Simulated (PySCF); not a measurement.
BeFI, SMILES [F][Be][I]. Atoms are numbered in the order given.

```xyz
3

Be     0.0000     0.0000    -1.5592
F      0.0000     0.0000    -2.9421
I      0.0000     0.0000     0.6173
```

The structure is a stationary point at PBE-D3(BJ)/def2-TZVP. The def2 effective core potentials stand for the cores of I; spin–orbit coupling is left out.

All values below come from CAM-B3LYP/def2-TZVPD run with PySCF.

Gas-phase values at a fixed geometry.

```yaml
total_energy: -412.45527 hartree
point_group: C∞v
highest_occupied_level: -9.47 eV
lowest_empty_level: -0.19 eV
orbital_gap: 9.29 eV
dipole_moment: 0.60 D
quadrupole, principal values (traceless, Buckingham form, about the centre of nuclear charge): -6.22, 3.11, 3.11 D·Å
mean_static_polarisability: 47.9 bohr³ (7.10 Å³)
polarisability_principal_values: 43.0, 43.0, 57.9 bohr³
```
